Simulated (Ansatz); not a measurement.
```yaml
crystal:
  periodic: [false, false, false]
  atoms:
    - {symbol: N, position_ang: [-0.780560, -1.237446, 1.217149]}
    - {symbol: C, position_ang: [0.423657, -0.981519, 0.414271]}
    - {symbol: Al, position_ang: [0.476700, 0.659380, -0.675777]}
    - {symbol: O, position_ang: [1.832635, 1.031347, -1.619078]}
    - {symbol: S, position_ang: [-1.232736, 2.035058, -0.679624]}
    - {symbol: H, position_ang: [-1.603966, -1.299427, 0.631803]}
    - {symbol: H, position_ang: [-0.946168, -0.488209, 1.877211]}
    - {symbol: H, position_ang: [0.591912, -1.846695, -0.237159]}
    - {symbol: H, position_ang: [1.291295, -0.991643, 1.083820]}
    - {symbol: H, position_ang: [1.929006, 1.805433, -2.170237]}
    - {symbol: H, position_ang: [-1.916474, 1.256621, 0.178218]}
basis:
  gaussian: {orbitals: "6-31++G**"}
total_charge: -1
magnetization: {spin_polarized: true, initial_magnetization: 1}
hamiltonian: {xc: {name: CCSD(T)}, dispersion: d3bj}
output: {forces: true}
```

```sh
$ ansatz run in.yaml --threads 4 --pin off --events-out ev --progress --plain --max-ram 10444MiB
```

Question: How does Ansatz answer? (Estimate.)

Answer: Computed: The input was rejected before any iteration.
```
Error: YAML parse error: error: line 19 column 19: hamiltonian.xc: no functional is named "CCSD(T)"; the names, which are not case-sensitive, are SVWN5, SPW92, PBE, PBE0, PBEsol, revPBE, revPBE0, RPBE, rPW86-PBE, HSE06, wPBEh, LC-wPBE, HISS, HF, BLYP, B3LYP, B3LYP5, BHLYP, CAM-B3LYP, r2SCAN, r2SCANh, r2SCAN0, r2SCAN50, m-r2SCAN, B97, wB97, wB97X, wB97X-V, B97M-V, wB97M-V, B2PLYP, B2GP-PLYP, PBE0-DH, PBE-QIDH
17 | total_charge: -1
18 | magnetization: {spin_polarized: true, initial_magnetization: 1}
19 | hamiltonian: {xc: {name: CCSD(T)}, dispersion: d3bj}
20 | output: {forces: true}
```

HSE06 is defined as in plane-wave codes.
